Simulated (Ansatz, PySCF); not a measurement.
B(F)2(NCO) (CBF2NO), SMILES N(B(F)F)=C=O.

Geometry optimised at ωB97X-D3(BJ)/def2-SVP. One conformer was computed; it need not be the lowest.

Vertical ionisation energy (IE) and electron affinity (EA) in eV. Rows of orbital energies are one-electron estimates. Where ΔSCF, EOM or ADC give a negative EA the extra electron is unbound and the value depends on the basis.

| level | IE | EA |
|---|---|---|
| −ε(HOMO), −ε(LUMO), r2SCAN/def2-TZVP (PySCF) | 8.41 | 1.57 |
| ΔSCF, PBE0/def2-SVPD (Ansatz), final states of multiplicity 2 and 2 | 12.22 | -1.03 |

Question: What vertical singlet–triplet gap does ΔSCF give with PBE0/def2-SVPD (Ansatz, a quantum-chemistry and plane-wave program)? (The exact figures need the calculation; the answer reports its results.)

Answer: 6.25 eV (triplet above singlet where positive).
